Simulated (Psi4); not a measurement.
C$_{4}$H$_{10}$Zn (SMILES C[CH2][Zn][CH2]C), singlet, geometry from GFN2-xTB (such geometries of metal compounds can be far from the true shape), with bond 15-10 at 3.0 times its length; HF/STO-3G run with Psi4.

Input for Psi4:
```
memory 2 GB

molecule {
0 1
  Zn   -0.30746635    0.04716029    0.62768990
  C     1.31390756   -1.19685824    0.96147938
  C     1.90057200   -1.54116347   -0.40799597
  H     1.05371279   -2.12216509    1.47556822
  H     2.08550385   -0.71498622    1.56321157
  H     2.21105267   -0.64433962   -0.94464031
  H     1.17887263   -2.07575537   -1.02592346
  H     2.77961763   -2.18124983   -0.30053390
  C    -1.48661245    1.23677694   -0.58987469
  C    -0.76352145    1.35347508   -1.93213218
  H    -1.64678273    2.23759983   -0.18841351
  H    -2.47552791    0.80937270   -0.75924929
  H    -0.62076556    0.37589875   -2.39316623
  H     0.21393698    1.82253568   -1.81723591
  H    -2.49806820    3.18774618   -4.02325665
}

set basis sto-3g
set reference uhf
set stability_analysis follow
set scf_type pk

energy('scf')
print_variables()
```

The log (banner, timings and long lists left out):

```
   => Loading Basis Set <=

    Name: STO-3G
    Role: ORBITAL
    Keyword: BASIS

         ---------------------------------------------------------
                                   SCF
               by Justin Turney, Rob Parrish, Andy Simmonett
                          and Daniel G. A. Smith
                              UHF Reference
         ---------------------------------------------------------

  ==> Geometry <==

    Molecular point group: c1
    Full point group: C1

    Geometry (in Angstrom), charge = 0, multiplicity = 1:

       Center              X                  Y                   Z               Mass
    ------------   -----------------  -----------------  -----------------  -----------------
         ZN          -0.260055233733     0.031245079593     0.561907666548    63.929142010000
         C            1.361318676267    -1.212773450407     0.895697146548    12.000000000000
         C            1.947983116267    -1.557078680407    -0.473778203452    12.000000000000
         H            1.101123906267    -2.138080300407     1.409785986548     1.007825032230
         H            2.132914966267    -0.730901430407     1.497429336548     1.007825032230
         H            2.258463786267    -0.660254830407    -1.010422543452     1.007825032230
         H            1.226283746267    -2.091670580407    -1.091705693452     1.007825032230
         H            2.827028746267    -2.197165040407    -0.366316133452     1.007825032230
         C           -1.439201333733     1.220861729593    -0.655656923452    12.000000000000
         C           -0.716110333733     1.337559869593    -1.997914413452    12.000000000000
         H           -1.599371613733     2.221684619593    -0.254195743452     1.007825032230
         H           -2.428116793733     0.793457489593    -0.825031523452     1.007825032230
         H           -0.573354443733     0.359983539593    -2.458948463452     1.007825032230
         H            0.261348096267     1.806620469593    -1.883018143452     1.007825032230
         H           -2.450657083733     3.171830969593    -4.089038883452     1.007825032230

  Running in c1 symmetry.

  Rotational constants: A =      0.16760  B =      0.05922  C =      0.04541 [cm^-1]
  Rotational constants: A =   5024.42606  B =   1775.36953  C =   1361.28902 [MHz]
  Nuclear repulsion =  313.007283442206813

  Charge       = 0
  Multiplicity = 1
  Electrons    = 64
  Nalpha       = 32
  Nbeta        = 32

  ==> Algorithm <==

  SCF Algorithm Type is PK.
  DIIS enabled.
  MOM disabled.
  Fractional occupation disabled.
  Guess Type is SAD.
  Energy threshold   = 1.00e-06
  Density threshold  = 1.00e-06
  Integral threshold = 1.00e-12

  ==> Primary Basis <==

  Basis Set: STO-3G
    Blend: STO-3G
    Number of shells: 30
    Number of basis functions: 48
    Number of Cartesian functions: 49
    Spherical Harmonics?: true
    Max angular momentum: 2

  ==> Integral Setup <==

  Using in-core PK algorithm.
   Calculation information:
      Number of atoms:                  15
      Number of AO shells:              30
      Number of primitives:             90
      Number of atomic orbitals:        49
      Number of basis functions:        48

      Integral cutoff                 1.00e-12
      Number of threads:                 1

  Performing in-core PK
  Using 1384152 doubles for integral storage.
  We computed 92149 shell quartets total.
  Whereas there are 108345 unique shell quartets.

  ==> DiskJK: Disk-Based J/K Matrices <==

    J tasked:                  Yes
    K tasked:                  Yes
    wK tasked:                  No
    Schwarz Cutoff:          1E-12

  Minimum eigenvalue in the overlap matrix is 2.1127745381E-01.
  Reciprocal condition number of the overlap matrix is 8.5511803816E-02.
    Using symmetric orthogonalization.

  ==> Pre-Iterations <==

  SCF Guess: Superposition of Atomic Densities via on-the-fly atomic UHF (no occupation information).

[...]
    Wavefunction unstable!
    Rotating orbitals by 0.5 * pi / 2 radians along unstable eigenvector.
[...]
   @UHF iter  67: -1912.48670854084276    5.72568e-08   5.29420e-06 DIIS
   @UHF iter  68: -1912.48670863292841   -9.20857e-08   5.33004e-06 DIIS
   @UHF iter  69: -1912.48670869014427   -5.72159e-08   5.18901e-06 DIIS
   @UHF iter  70: -1912.48670895690657   -2.66762e-07   5.14538e-06 DIIS
   @UHF iter  71: -1912.48670908646363   -1.29557e-07   5.15586e-06 DIIS
   @UHF iter  72: -1912.48670909343286   -6.96923e-09   5.16239e-06 DIIS
   @UHF iter  73: -1912.48670910126179   -7.82893e-09   5.22073e-06 DIIS
   @UHF iter  74: -1912.48670918626362   -8.50018e-08   5.14117e-06 DIIS
   @UHF iter  75: -1912.48670916278616    2.34775e-08   5.12671e-06 DIIS
   @UHF iter  76: -1912.48670915814591    4.64024e-09   5.09679e-06 DIIS
   @UHF iter  77: -1912.48670923562599   -7.74801e-08   5.05752e-06 DIIS
   @UHF iter  78: -1912.48670919102415    4.46018e-08   5.04891e-06 DIIS
   @UHF iter  79: -1912.48670924396538   -5.29412e-08   5.06686e-06 DIIS
   @UHF iter  80: -1912.48670922602491    1.79405e-08   5.03745e-06 DIIS
   @UHF iter  81: -1912.48670937072325   -1.44698e-07   4.99930e-06 DIIS
   @UHF iter  82: -1912.48670964770622   -2.76983e-07   5.07182e-06 DIIS
   @UHF iter  83: -1912.48670948332847    1.64378e-07   4.92708e-06 DIIS
   @UHF iter  84: -1912.48670946107677    2.22517e-08   4.74128e-06 DIIS
   @UHF iter  85: -1912.48670950382621   -4.27494e-08   4.76871e-06 DIIS
   @UHF iter  86: -1912.48670956822434   -6.43981e-08   4.59125e-06 DIIS
   @UHF iter  87: -1912.48670982797307   -2.59749e-07   4.08408e-06 DIIS
   @UHF iter  88: -1912.48671011471401   -2.86741e-07   3.85472e-06 DIIS
   @UHF iter  89: -1912.48671021074119   -9.60272e-08   3.92852e-06 DIIS
   @UHF iter  90: -1912.48671028927151   -7.85303e-08   3.67363e-06 DIIS
   @UHF iter  91: -1912.48671048691631   -1.97645e-07   3.47840e-06 DIIS
   @UHF iter  92: -1912.48671057063984   -8.37235e-08   3.46883e-06 DIIS
   @UHF iter  93: -1912.48671061257551   -4.19357e-08   3.49427e-06 DIIS
   @UHF iter  94: -1912.48671051905217    9.35233e-08   3.39125e-06 DIIS
   @UHF iter  95: -1912.48671056161606   -4.25639e-08   3.21634e-06 DIIS
   @UHF iter  96: -1912.48671075681568   -1.95200e-07   3.02050e-06 DIIS
   @UHF iter  97: -1912.48671082208148   -6.52658e-08   3.08191e-06 DIIS
   @UHF iter  98: -1912.48671077134100    5.07405e-08   2.96949e-06 DIIS
   @UHF iter  99: -1912.48671077433960   -2.99860e-09   3.00609e-06 DIIS
   @UHF iter 100: -1912.48671074236245    3.19772e-08   2.97910e-06 DIIS

PsiException: Could not converge SCF iterations in 100 iterations.

Traceback (most recent call last):
  File "psi4", line 375, in <module>
  File "<string>", line 38, in <module>
  File "site-packages/psi4/driver/driver.py", line 533, in energy
  File "site-packages/psi4/driver/procrouting/proc.py", line 2760, in run_scf
  File "site-packages/psi4/driver/procrouting/proc.py", line 2047, in scf_helper
  File "site-packages/psi4/driver/procrouting/scf_proc/scf_iterator.py", line 99, in scf_compute_energy
  File "site-packages/psi4/driver/procrouting/scf_proc/scf_iterator.py", line 674, in scf_finalize_energy
  File "site-packages/psi4/driver/procrouting/scf_proc/scf_iterator.py", line 609, in scf_iterate

psi4.driver.p4util.exceptions.SCFConvergenceError: Could not converge SCF iterations in 100 iterations.

Printing out the relevant lines from the Psithon --> Python processed input file:
    core.IO.set_default_namespace("")
    core.set_global_option("BASIS", "sto-3g")
    core.set_global_option("REFERENCE", "uhf")
    core.set_global_option("STABILITY_ANALYSIS", "follow")
    core.set_global_option("SCF_TYPE", "pk")
--> energy('scf')
    print_variables()

!-------------------------------------------------------!
!                                                       !
!  Could not converge SCF iterations in 100 iterations. !
!                                                       !
!-------------------------------------------------------!
```

Convergence was not reached.
